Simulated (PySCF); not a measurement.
**Correlation energy of Zr (zirconium, neutral)**

[Kr] 4d2 5s2, high-spin 3F determinant. Computed with PySCF 2.14 in x2c-TZVPall, with scalar relativity by spin-free X2C-1e. Frozen: [Kr]; 4 electrons correlated.

MP2 pair energies summed by pair of shells (mhartree):

```csv
pair,energy,share (%)
5s-5s,-18.12,46.9
4d-5s,-17.40,45.0
4d-4d,-3.11,8.1
```

Total MP2 correlation energy: -38.63 mhartree.

Same-spin part -9.35 and opposite-spin part -29.28 mhartree; SCS-MP2 scales them by 1/3 and 6/5 to -38.25 mhartree.
